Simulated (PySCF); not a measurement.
Identify the unknown among the candidates.

All candidates are C4H10Se.

| technique | computed result |
| --- | --- |
| Dipole | 1.69 D [wB97X-D/def2-SVPD] |
| UV, first state | lowest singlet excitation: 4.79 eV (259 nm, f = 0.000) [TDDFT wB97X-D/def2-SVPD] |
| Polarisability | 80.0 au [wB97X-D/def2-SVPD] |
| UV, strongest line | among the 6 lowest singlet transitions: S4 at 6.63 eV (187 nm, f = 0.042) [TDDFT wB97X-D/def2-SVPD] |
| Rotational structure | rotational constants A, B, C: 4.862, 2.261, 1.726 GHz [PBE0-D3(BJ)/def2-SVP] |

Gas-phase values; electronic properties from PySCF, density fitting. Levels stand in brackets. The structure is a single PBE0-D3(BJ)/def2-SVP conformer in the gas phase; no vibrational or solvent corrections. Relativistic effects, spin–orbit coupling among them, are left out although an element past zinc is present.

Problem. Which candidate is it?
A. `CC[C@@H](C)[SeH]`
B. `CC(C)(C)[SeH]`
C. `C[Se]C(C)C`

Solution. C. It is `C[Se]C(C)C`. Numbering: `[CH3:1][Se:2][CH:3]([CH3:4])[CH3:5]`. The optimised geometry has point group C1 and is an asymmetric top.

The others, at the same levels:
- `CC(C)(C)[SeH]` fails: its computed strongest line among the 6 lowest singlet transitions is S5 at 7.25 eV (171 nm, f = 0.082) (against S4 at 6.63 eV), rotational constant A is 4.476 GHz (against 4.862 GHz) and smallest rotational constant is 1.981 GHz (against 1.726 GHz).
- `CC[C@@H](C)[SeH]` fails: its computed strongest line among the 6 lowest singlet transitions is S5 at 7.29 eV (170 nm, f = 0.087) (against S4 at 6.63 eV), rotational constant A is 3.748 GHz (against 4.862 GHz) and smallest rotational constant is 1.500 GHz (against 1.726 GHz).

Each candidate is one conformer, not necessarily the lowest. The conformers computed, where there is a choice (atom-mapped SMILES and torsion angles):
- `[CH3:1][Se:2][CH:3]([CH3:4])[CH3:5]`: C1–Se2–C3–C4 -66°
- `[CH3:1][C:2]([CH3:3])([CH3:4])[SeH:5]`: H–Se5–C2–C1 61°
- `[CH3:1][CH2:2][C@@H:3]([CH3:4])[SeH:5]`: C1–C2–C3–C4 175°, H–Se5–C3–C2 -171°
